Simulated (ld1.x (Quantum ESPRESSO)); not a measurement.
**Transferability test, TM potential for In**

In (Z = 49), norm-conserving Troullier–Martins (Kleinman–Bylander form), made with ld1.x (Quantum ESPRESSO) 7.5 (LDA (PZ), scalar-relativistic). Core [Ar] 3d10, reference 4s2 4p6 4d10 5s2 5p0.5 (charge +0.5). Waves: 4s (bound): rc 0.95 bohr; 4p (bound): rc 1.25 bohr; 4d (bound): rc 1.30 bohr. Local part: all-electron potential smoothed inside 1.05 bohr (lloc = -1). Core correction: none.

Occupied shells without a wave of their own: 5p, 5s. They enter only through the test configuration that unscreens the potential.

Energies are relative to the spin-unpolarised reference configuration 4s2 4p6 4d10 5s2 5p0.5; without spin polarisation the order of configurations can differ from experiment. Spin-polarised rows fill each open shell by Hund’s rule, majority spin first.

Question: Give the all-electron excitation energy and the error of the potential for: 4s2 4p6 4d10 5s2 5p1; 4s2 4p6 4d10 5s2 5p0; 4s2 4p6 4d10 5s1 5p0; 4s2 4p6 4d9 5s0 5p0; 4s2 4p6 4d9 5s2 5p1; 4s2 4p6 4d9 5s2 5p2; 4s2 4p6 4d10 5s2 5p1.3; 4s2 4p6 4d10 5s2 5p0.5 (spin-polarised); 4s2 4p6 4d10 5s2 5p1 (spin-polarised).

Answer:

| valence configuration | charge | ΔE all-electron (eV) | error AE − PS (meV) |
| --- | --- | --- | --- |
| 4s2 4p6 4d10 5s2 5p1 | 0 | -2.046 | +41 |
| 4s2 4p6 4d10 5s2 5p0 | +1 | 3.549 | -59 |
| 4s2 4p6 4d10 5s1 5p0 | +2 | 23.210 | -945 |
| 4s2 4p6 4d9 5s0 5p0 | +4 | 108.561 | -3057 |
| 4s2 4p6 4d9 5s2 5p1 | +1 | 23.178 | +132 |
| 4s2 4p6 4d9 5s2 5p2 | 0 | 16.155 | +249 |
| 4s2 4p6 4d10 5s2 5p1.3 | -0.3 | -2.628 | +58 |
| 4s2 4p6 4d10 5s2 5p0.5 (spin-polarised) | +0.5 | -0.035 | +0.8 |
| 4s2 4p6 4d10 5s2 5p1 (spin-polarised) | 0 | -2.162 | +44 |

The 5p, 5s levels have no wave, so the channel is fitted at the deeper level alone: the likely source of the large errors.

The potential misses its own reference levels by up to 0.6 eV.
